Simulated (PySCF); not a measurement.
# WFCl: from structure and modes to constants

All numbers come from UPBE0/[W def2-TZVP with ECP60, F def2-TZVP, Cl def2-TZVP], scalar-relativistic core potentials, density fitting, no spin–orbit coupling, PySCF.

The quintet minimum has Cs symmetry. Masses (u): W 183.95093, F 18.99840, Cl 34.96885.

```xyz
3
charge 0 multiplicity 5, angstrom
W    -0.1672    0.0000   -0.1681
F    -1.9537    0.0000    0.4129
Cl    1.9428    0.0000    0.6732
```

Harmonic wavenumbers (cm⁻¹): 92.3 (a', ×1), 394.7 (a', ×1), 659.2 (a', ×1).

Q: Find the principal moments of inertia and the rotational constants. What kind of rotor is it?

A: About the centre of mass I = 17.688, 216.25, 233.94 u Å². With B = 16.8576/I this gives 0.9531, 0.07795, 0.07206 cm⁻¹. The molecule is an asymmetric top with κ = -0.99.

Q: What is the harmonic zero-point energy?

A: Half the sum of all 3 wavenumbers, 1146/2 = 573 cm⁻¹, which is 6.9 kJ/mol (1 cm⁻¹ = 0.0119627 kJ/mol).

Q: Give the standard entropy (298.15 K, 1 bar) by its translational, rotational, vibrational and spin parts, and Cp.

A: Sackur–Tetrode with M = 237.92 u gives 177.1; rotation with symmetry number 1 gives 105.5; vibration 20.7; spin R ln 5 = 13.4. The total is 316.7 J/(mol K), and Cp = 4 R + 18.2 = 51.4 J/(mol K).

Other isomers or separated fragments may lie lower. Open d and f shells are described by one determinant, and the ground state may have another occupation or spin. No spin–orbit coupling is included, which matters more the heavier the element.
